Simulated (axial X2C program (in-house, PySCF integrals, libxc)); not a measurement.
## Spectroscopic constants of RuSe⁺

Computed with an in-house relativistic program for diatomic molecules. Spin-free means the one-electron spin-free X2C Hamiltonian; two-component (2c) means X2C with spin–orbit coupling and atomic mean-field two-electron Coulomb and Gaunt terms, so the difference of the two also holds small scalar two-electron terms. Basis: Ru dyall-cv3z [12s12p8d5f3g], Se dyall-cv3z [8s9p6d4f1g] (cores contracted in-house); Gaussian nuclei, density fitting, unrestricted open shells. Masses: Ru 101.904 u, Se 79.917 u.

State, spin-free: M_S = 5/2, Λ = 0 (beyond evenly filled blocks: σα, π+α, π-α, δ+α, δ-α); electrons by block: σα: 17, σβ: 16, π+α: 9, π+β: 8, π-α: 9, π-β: 8, δ+α: 3, δ+β: 2, δ-α: 3, δ-β: 2. Fragments: Ru+ + Se.

State, 2c: Ω = 5/2 (⟨Sz⟩ = 2.47, ⟨Lz⟩ = 0.03 at HF); electrons by block: 1/2: 25, -1/2: 25, 3/2: 11, -3/2: 11, 5/2: 3, -5/2: 2. Fragments: Ru+ + Se.

| Hamiltonian | level | Re (Å) | ωe (cm⁻¹) | ωexe (cm⁻¹) | Be (cm⁻¹) | αe (cm⁻¹) | De (eV) | k (mdyn/Å) | μ (D) |
| --- | --- | --- | --- | --- | --- | --- | --- | --- | --- |
| spin-free | PBE0 | 2.250 | 318.7 | 1.07 | 0.07434 | 0.000285 | 3.12 | 2.68 | -3.59 |
| spin-free | HF | 2.516 | 161.3 | 0.895 | 0.05946 | 0.000431 | 0.961 | 0.686 | -3.29 |
| spin-free | MP2 | 2.213 | 312.9 | 1.79 | 0.07687 | 0.000395 | 2.40 | 2.58 | n/a |
| spin-free | CCSD | 2.260 | 307.5 | 1.62 | 0.07366 | 0.000338 | 2.32 | 2.5 | n/a |
| spin-free | CCSD(T) | 2.249 | 324.9 | 1.43 | 0.0744 | 0.000287 | 2.51 | 2.79 | n/a |
| spin-free | PBEsol | 2.233 | 337.0 | 0.879 | 0.07548 | 0.000252 | 4.27 | 3 | -3.20 |
| 2c | HF | 2.525 | 158.5 | 0.872 | 0.05902 | 0.000429 | n/a | 0.663 | -3.27 |
| 2c | MP2 | 2.215 | 309.0 | 1.81 | 0.07669 | 0.000404 | n/a | 2.52 | n/a |

Correlated methods: 13 electrons correlated (number of frozen shells: Ru 4 s, 3 p, 1 d; Se 3 s, 2 p, 1 d), 307 virtual spin orbitals or spinors in MP2.

Dipoles are positive if Se is the positive end and refer to the centre of mass.

The state is one determinant whose occupation by symmetry is held fixed; it was picked as the lowest of a PBE0 search that is not exhaustive. Dissociation energies refer to the lowest single-determinant-based atoms at the same level and basis. De is not given where an atomic determinant may have missed its ground term or J level, or where the truncated virtual space spoils (T). Coupled cluster ran in a truncated set of natural virtual spinors; the MP2 energy of the rest was added. (T) has no such correction and the atoms are truncated less, which lowers De at CCSD(T) by a hundredth of an eV or more. Other states lie close and PBE0, whose exact exchange favours high spin, may order them wrongly; the determinant shown need not be the ground state. The nearest other spin-free determinant of the search, M_S = 3/2, Λ = 1, lies 0.52 eV up at the distance of the search. Without a current term, density functionals place determinants with orbital angular momentum somewhat too high. With several unpaired electrons one determinant need not be a pure state. At some level and bond length an empty orbital lies below a filled one. This is the top spin component of a Σ state; components of lower Ω are not single determinants and can lie lower. The T1 diagnostic is large, a sign of multireference character.

No reliable constants came from CCSD (2c), CCSD(T) (2c), PBE0 (2c), PBEsol (2c): no minimum in range, unconverged points, a curve that is not smooth, a change of character along it, or the two Hamiltonians disagreeing along it.

Rough cost a point (2c) on 1 thread(s) of a shared host, integrals apart: HF 2.1 s.

The whole task took 8.2 min on 1 thread of Intel(R) Xeon(R) Platinum 8259CL CPU @ 2.50GHz (Skylake/Cascade Lake), on a shared host.
